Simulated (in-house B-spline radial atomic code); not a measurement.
**RPA and G0W0 on PBEsol: Ar7+**

Configuration [Ne] 3s1, highest spin, mean-field start PBEsol. Computed with an all-electron radial atomic-structure program (B-spline basis): all electrons, non-relativistic, point nucleus, each spin shell either full or empty, empty states to l = 9 with an (l + 1/2)⁻⁴ tail; G0W0 by contour deformation at full frequency.

Command:
```bash
python run_gw.py task.json out
```
Settings (radii: box in bohr, nucleus in fm):
```
Z                        18
electrons                11
configuration            [Ne] 3s1
hamiltonian              nr
method                   pbesol
lmax                     9
spin_polarised           True
box_radius               8.41
intervals                47
ion_configuration        [He] 2s2 2p6
```

Run time, properties included: 1.3 s on 1 thread of Arm Neoverse V2, on a shared host.

Energies (hartree):

```json
{"term": "mean-field total", "value": "-510.72065"}
{"term": "Hartree-Fock functional on these orbitals", "value": "-511.19550"}
{"term": "direct second order", "value": "-0.73645"}
{"term": "second-order exchange", "value": "0.28282"}
{"term": "SOSEX correction", "value": "0.26222"}
```

(1) What is the RPA correlation energy, and what remains with SOSEX?

Quasi-particle levels (eV):

| level | occupied | mean field | Σx - vxc | Σc | QP weight | G0W0 |
| --- | --- | --- | --- | --- | --- | --- |
| 3s up | yes | -135.26 | -7.33 | ? | ? | ? |
| 2p down | yes | -367.81 | -30.23 | 3.34 | 0.961 | -394.70 |
| 2p up | yes | -368.38 | -30.45 | 3.45 | 0.959 | -395.38 |
| 2s down | yes | -431.46 | -39.96 | 5.78 | 0.872 | -465.64 |
| 3s down | no | -130.71 | 9.38 | -2.83 | 0.946 | -124.17 |

G0W0 = mean field + (Σx - vxc) + Σc, with Σc (partial-wave tail included) taken at the quasi-particle energy. Only the outer levels were computed.

(2) Where does G0W0 put 3s up?

(3) What does it cost to remove one electron (to [He] 2s2 2p6) by differences of total energies, each species on its own start (correlation terms add to the Hartree-Fock functional)?

Answers

(1) RPA gives -0.67679 hartree (-1.67 eV per electron); RPA + SOSEX gives -0.41457, and the second-order doubles -0.45364 hartree (no singles). SOSEX takes back 39 % of the RPA value.

(2) At -144.41 eV, with Σc = -1.82 eV and a quasi-particle weight of 0.972. The tabulated removal energy is 143.457 ± 0.0012 eV (NIST, semi-empirical); the calculation leaves out relativity, Breit and QED terms, and what these don't explain is the method's own error.

(3) PBEsol 143.46 eV, Hartree-Fock functional 142.42 eV, + RPA 143.97 eV, + RPA + SOSEX 142.91 eV, + second order 143.04 eV. Tabulated: 143.457 ± 0.0012 eV (NIST, semi-empirical); the calculation leaves out relativity, Breit and QED terms, and what these don't explain is the method's own error.
